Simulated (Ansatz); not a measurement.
A nudged elastic band was laid between two geometries of H7N3Si (11 atoms, charge 0, multiplicity 1).

The calculation used RKS PBE0/cc-pVDZ (Ansatz 0.2.0).

- movable images: 3
- climbing image: yes
- spring: 5.0 eV/Å²
- optimiser: quadratic models (default)
- start path: IDPP
- force threshold: 0.03 eV/Å
- iteration limit: 60
- end points: relaxed

Initial state:

```xyz
11
Properties=species:S:1:pos:R:3
N -1.260 0.945 -0.087
Si 0.323 0.214 0.003
N 0.400 -0.337 1.656
N 0.466 -0.976 -1.266
H -1.538 1.324 -0.988
H -1.487 1.615 0.644
H 1.539 1.079 -0.186
H 1.294 -0.731 1.939
H -0.340 -0.975 1.939
H 1.032 -0.733 -2.073
H -0.364 -1.482 -1.559
```

Final state:

```xyz
11
Properties=species:S:1:pos:R:3
N -1.122 1.213 0.212
Si 0.306 0.207 0.148
N -0.096 -1.137 1.177
N 0.877 -0.555 -1.318
H -1.995 0.803 -0.109
H -1.033 2.151 -0.169
H 1.421 1.144 0.522
H 0.610 -1.862 1.265
H -0.471 -0.906 2.092
H 1.343 0.048 -1.990
H 0.226 -1.164 -1.809
```

(1) Which bonds break or form, and what moves?

(2) What energy profile does the band end with?

(3) What is the geometry of the highest image?

## Answers

(1) No bond is made or broken. The dihedral H5–N1–Si2–N3 goes from -179 to -60°.

(2) The forces met the threshold. The highest image is number 2 of 0 to 4, 6.4 kJ/mol above the first end and 10.2 kJ/mol above the last; the last end lies 3.8 kJ/mol below the first. Another band between the same ends (5 images) ends at a top of the same energy, where a vibrational analysis finds 1 clearly imaginary mode. So few images can step over the top or miss a turn of the path.

```csv
image,path coordinate (Å),energy (kJ/mol),dihedral H5–N1–Si2–N3 (°)
0,0.00,0.0,-179
1,0.67,2.7,-163
2,1.33,6.4,-140
3,2.21,2.2,-98
4,3.08,-3.8,-60
```

(3) 
```xyz
11
Properties=species:S:1:pos:R:3:forces:R:3
N -1.271 0.961 0.040 0.00 -0.01 -0.01
Si 0.307 0.186 0.082 0.00 0.02 0.00
N 0.189 -1.018 1.335 0.00 0.02 0.00
N 0.727 -0.648 -1.384 -0.01 -0.01 0.01
H -1.600 1.165 -0.900 0.00 0.00 0.00
H -1.365 1.810 0.593 0.00 0.00 0.00
H 1.412 1.192 0.285 0.01 -0.01 0.00
H 1.049 -1.334 1.773 0.00 0.00 0.00
H -0.511 -0.828 2.046 0.00 -0.01 -0.01
H 0.985 -0.106 -2.202 0.00 0.01 0.00
H 0.144 -1.437 -1.648 0.00 0.00 -0.01
```

Run time: 88 s on 2 threads of AMD EPYC 7R13 Processor (Zen 3), with other jobs on the host, peak memory 0.23 GiB.
